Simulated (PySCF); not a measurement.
Compound: C8H9 (charge +1).
Atom-mapped SMILES: `[CH3:1][c:2]1[cH:3][cH:4][cH:5][cH:6][cH+:7][cH:8]1`

Cartesian coordinates in Å at the GFN2-xTB level; atoms count from 1:
```
atom  x, y, z in Å
C1     2.4746   -0.1029   -0.0328
C2     0.9918   -0.0413   -0.0039
C3     0.2968   -1.2580   -0.0720
C4    -1.0638   -1.5059   -0.0657
C5    -2.1250   -0.6030    0.0145
C6    -2.0662    0.7775    0.0864
C7    -0.9321    1.5907    0.0954
C8     0.4027    1.2305    0.0576
H9     2.8113   -0.0664   -1.0722
H10    2.8514   -1.0298    0.3925
H11    2.9271    0.7424    0.4797
H12    0.9253   -2.1392   -0.1375
H13   -1.3470   -2.5502   -0.1262
H14   -3.1157   -1.0411    0.0135
H15   -3.0163    1.2956    0.1350
H16   -1.1257    2.6559    0.1447
H17    1.1039    2.0573    0.0811
```

Probes without a nucleus sit at each ring's centroid and 1 Å off its mean plane on both sides; NICS is minus the shielding there, NICSzz its component along the normal. Level: GIAO PBE0/pcSseg-1 (PySCF, non-relativistic, gas phase) on the GFN2-xTB geometry, one conformer.

Ring bond lengths (Å), with Mayer bond orders in brackets: C2–C3 1.403 (1.33), C3–C4 1.383 (1.49), C4–C5 1.396 (1.39), C5–C6 1.384 (1.46), C6–C7 1.396 (1.39), C7–C8 1.383 (1.49), C8–C2 1.403 (1.33).

Task: Give the NICS values of each ring in ppm.

Result: 
```csv
ring,type,NICS(0),"NICS(1), two faces","NICS(1)zz, two faces",rms pucker (Å),"centre to ring atoms, mean (Å)"
C2–C3–C4–C5–C6–C7–C8,7-membered carbocycle; formal bonds all aromatic,-5.6,-9.6 / -9.6,-24.7 / -24.7,0.01,1.60
```

Task: What can be read from them?

Result: 
- C2–C3–C4–C5–C6–C7–C8: mean NICS(1)zz -24.7 ppm, shielded. The ring is flat and has no four-coordinate atom; by the NICS criterion it is aromatic.

Task: What does the geometric index give? HOMA takes Krygowski's 1993 parameters.

Result: 
- C2–C3–C4–C5–C6–C7–C8: HOMA 0.98 = 1 − EN − GEO, with mean bond length 1.392 Å, EN = α(Ropt − mean)² = 0.005 and GEO = α × variance = 0.018. The geometric and the magnetic index point the same way.

Task: Give the inner angles of the rings and the Hirshfeld charges of the ring atoms.

Result: 
- C2–C3–C4–C5–C6–C7–C8: C2 125.5° (+0.092 e), C3 130.0° (+0.031 e), C4 129.2° (+0.041 e), C5 128.0° (+0.039 e), C6 128.0° (+0.039 e), C7 129.2° (+0.041 e), C8 130.0° (+0.031 e); sum 900.0° against 900° for a flat convex ring.

Task: How shielded are the nuclei of the rings and their hydrogens (means over atoms taken as equivalent)?

Result: 
```
   atoms                  environment  σ isotropic (ppm)
      C2  substituted aromatic carbon                3.0
 C3 (×2)           aromatic CH carbon               24.6
 C4 (×2)           aromatic CH carbon               27.3
 C5 (×2)           aromatic CH carbon               26.5
H12 (×2)            aromatic hydrogen              22.37
H13 (×2)            aromatic hydrogen              22.40
H14 (×2)            aromatic hydrogen              22.36
```
